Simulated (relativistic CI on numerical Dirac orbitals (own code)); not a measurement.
**Fe+ in a cubic cluster: L2,3 absorption with charge transfer**

Computed with a charge-transfer multiplet model of a cubic metal-ligand cluster with up to 3 ligand holes, Slater and spin-orbit integrals from Dirac-Coulomb-Breit ions, Slater integrals scaled by 0.8. The parameters are those of a tetrahedral site (10Dq negative, t2 hopping the larger). The ground state mixes d7 with configurations of k ligand holes L, whose averages lie at kΔ + k(k − 1)U_dd/2; a core hole lowers each added d electron by U_cd. 20 K, Lorentzian 0.4 eV and Gaussian 0.3 eV FWHM.

Atomic integrals in eV (Slater integrals scaled, ζ unscaled), ground: F2dd 7.751, F4dd 4.773, zeta_d 0.042; with the core hole: F2dd 8.441, F4dd 5.207, zeta_d 0.059, zeta_core 8.141, F2cd 4.939, G1cd 3.627, G3cd 2.059.

Cluster parameters (eV): U_dd = 5.4, U_cd = 6.5, 10Dq = -0.25, 10Dq(ligand) = 0, V(eg) = 0.62, V(t2g) = -1.06, final-state hopping factor = 0.9.

```csv
Case,n_d,d7,d8L,d9L2,d10L3,S
Δ = 3 eV,7.14,0.87,0.13,0.00,0.00,1.50
Δ = 4 eV,7.10,0.90,0.10,0.00,0.00,1.50
Δ = 5 eV,7.07,0.93,0.07,0.00,0.00,1.50
Δ = 6 eV,7.06,0.94,0.06,0.00,0.00,1.50
Δ = 9 eV,7.03,0.97,0.03,0.00,0.00,1.50
```

Weights, n_d and S are thermal averages at 20 K. Photon energies count from the first peak over 30 % of the highest in each spectrum, which can be another peak from case to case. The parameters are a model scan and need not match a compound or its usual spin state. Peaks in eV (height, largest 100):
- Δ = 3 eV: 0.0 (96), 0.4 (100), 13.1 (54), 14.3 (14)
- Δ = 4 eV: 0.0 (92), 0.6 (100), 13.2 (55), 14.6 (14), 15.2 (10)
- Δ = 5 eV: 0.0 (90), 0.5 (100), 3.2 (16), 13.2 (55), 14.6 (14), 15.2 (10)
- Δ = 6 eV: 0.0 (88), 0.6 (100), 3.3 (16), 13.2 (55), 14.7 (14), 15.3 (10)
- Δ = 9 eV: 0.0 (86), 0.6 (100), 3.4 (16), 13.2 (54), 14.7 (13), 15.4 (10)

Curve for Δ = 6 eV (points under 2 left out, the grid thinned):

| E (eV) | Intensity |
| --- | --- |
| -2.4 | 2.0 |
| -2.1 | 2.6 |
| -1.9 | 3.1 |
| -1.6 | 4.4 |
| -1.3 | 6.8 |
| -1.0 | 13.3 |
| -0.8 | 24.5 |
| -0.5 | 48.1 |
| -0.2 | 74.3 |
| 0.1 | 87.1 |
| 0.3 | 86.4 |
| 0.6 | 100.0 |
| 0.9 | 93.7 |
| 1.1 | 87.0 |
| 1.4 | 65.7 |
| 1.7 | 52.8 |
| 2.0 | 30.6 |
| 2.2 | 26.1 |
| 2.5 | 23.8 |
| 2.8 | 20.0 |
| 3.1 | 15.8 |
| 3.3 | 15.8 |
| 3.6 | 13.7 |
| 3.9 | 7.6 |
| 4.1 | 5.6 |
| 4.4 | 3.7 |
| 4.7 | 2.2 |
| 11.6 | 3.3 |
| 11.8 | 5.4 |
| 12.1 | 11.5 |
| 12.4 | 17.1 |
| 12.7 | 30.6 |
| 12.9 | 39.0 |
| 13.2 | 54.7 |
| 13.5 | 39.9 |
| 13.7 | 22.0 |
| 14.0 | 10.0 |
| 14.3 | 8.5 |
| 14.6 | 13.1 |
| 14.8 | 12.6 |
| 15.1 | 9.2 |
| 15.4 | 9.8 |
| 15.7 | 5.2 |
| 15.9 | 3.6 |
| 16.2 | 2.0 |

For the case Δ = 6 eV, Δ = 6 eV is larger than U_dd = 5.4 eV, the Mott-Hubbard side of the Zaanen-Sawatzky-Allen scheme. With the core hole the configuration with one ligand hole lies at Δ + U_dd − U_cd = 1.9, 2.9, 3.9, 4.9, 7.9 eV from the one without, in the order of the table; where this is negative the screened configuration lies lower, though the effective hopping of about 1.6 eV (from the holes of the mixed ground state) mixes the two strongly wherever it is as large as the gap.
